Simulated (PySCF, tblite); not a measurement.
A set of runs on `O[SiH2]O/C([SiH3])=[C]/F` [radical]; the geometry of each is named by its level. Settings lines and outputs come from a driver script.

Compound: C2H6FO2Si2 (doublet state).
Numbering: `[OH:1][SiH2:2][O:3]/[C:4]([SiH3:5])=[C:6]/[F:7]` (hydrogens: H8 on O1; H9, H10 on Si2; H11, H12, H13 on Si5)

Step 1: GFN2-xTB geometry optimisation, gas phase (tblite 0.8.0) (from a force-field or distance-geometry start)
```json
{"job": {"kind": "relax", "xc": "GFN2-xTB", "basis": "xTB"}, "charge": 0, "multiplicity": 2}
```
```
step      E/eV     max force
  0    -643.07441    2.362
  1    -643.28574    1.521
  2    -643.39195    1.157
...
 69    -643.77626    0.022
 70    -643.77629    0.018
 71    -643.77633    0.017
 72    -643.77635    0.014
 73    -643.77637    0.009
```

Energy lowered by 16.2 kcal/mol over 73 steps; largest atomic force 0.009 eV/Å at the end. «max force» is the largest atomic force in eV/Å.

Hardware: one thread of an Arm Neoverse V1, no GPU, shared host with 32 logical CPUs at a one-minute load of 11. Cost: 0.48 s of wall time.

Step 2: GFN2-xTB harmonic vibrations, gas phase (tblite 0.8.0) (on the GFN2-xTB geometry)
```json
{"job": {"kind": "ir", "xc": "GFN2-xTB", "basis": "xTB"}, "charge": 0, "multiplicity": 2}
```
```
(table of modes left out)
```

33 modes from 44 to 3662 cm⁻¹ (unscaled, harmonic); zero-point energy 43.6 kcal/mol; all wavenumbers are real at this level.

On one thread of an Arm Neoverse V1 (shared host), this took 0.42 s.

Step 3: UKS B3LYP, pcH-1 on C F H O Si, non-relativistic, mean-field spin-orbit, GIAO (PySCF 2.14.0) (on the GFN2-xTB geometry)
```json
{"job": {"kind": "epr", "basis": "pcH-1"}, "charge": 0, "multiplicity": 2}
```
```
...
E = -909.08879010 Eh   <S^2> = 0.7595 (exact 0.7500)
g shifts (ppm)      1          2          3
  rmc          -211       -211       -211
  gc              7         26          2
  oz_so         -34       1170       2389
  total        -238        985       2180
hyperfine (MHz)  atom isotope    a_iso     a_fc   dipolar eigenvalues
    0   17O      -1.41      -1.41     -0.37      0.00      0.37
    1  29Si       0.18       0.17     -3.30      1.23      2.07
    2   17O     -22.87     -22.87     -5.92      0.40      5.52
    3   13C      22.85      22.95    -26.96     -8.01     34.97
    4  29Si     -55.15     -55.26    -22.55     11.16     11.39
    5   13C     465.98     465.85    -75.67    -49.51    125.18
    6   19F     324.20     322.64   -269.89   -203.27    473.16
    7    1H       0.63       0.63     -0.62     -0.49      1.10
    8    1H       4.28       4.28     -2.26     -1.62      3.88
    9    1H       8.83       8.82     -2.61     -1.78      4.39
   10    1H      -1.58      -1.58     -2.64     -0.78      3.42
   11    1H       2.97       2.96     -1.99     -0.60      2.59
   12    1H       2.43       2.42     -1.99     -0.61      2.61
```

⟨S²⟩ 0.760; g_iso 2.0033. rmc, gc and oz_so are the mass-correction, gauge-correction and orbital-Zeeman/spin–orbit parts of the g shift along its three principal axes; a_iso is the isotropic hyperfine coupling and a_fc its Fermi-contact part. The log counts atoms from 0, this text from 1.

Time: 71 s of wall time (grids of density and orbitals included); peak memory 0.97 GiB. Hardware: one thread, Arm Neoverse V1 (aarch64), shared host with 32 logical CPUs at a one-minute load of 11.

Geometry of the electronic-property runs (GFN2-xTB):
```
atom  x, y, z in Å
O1     2.8831   -0.7419    0.6162
Si2    2.0156    0.3733   -0.1699
O3     0.4743   -0.1779   -0.0674
C4    -0.6607    0.3923   -0.5228
Si5   -2.1101   -0.7561    0.0317
C6    -0.7470    1.4969   -1.1993
F7    -1.8614    2.0721   -1.6572
H8     2.6378   -1.6638    0.6027
H9     2.1978    1.5998    0.5876
H10    2.3863    0.4637   -1.5789
H11   -3.3662   -0.1465   -0.3905
H12   -1.9893   -0.8661    1.4846
H13   -1.8644   -2.0454   -0.6158
```

 (This holds for the electronic-property runs.)

One conformer stands for the species.
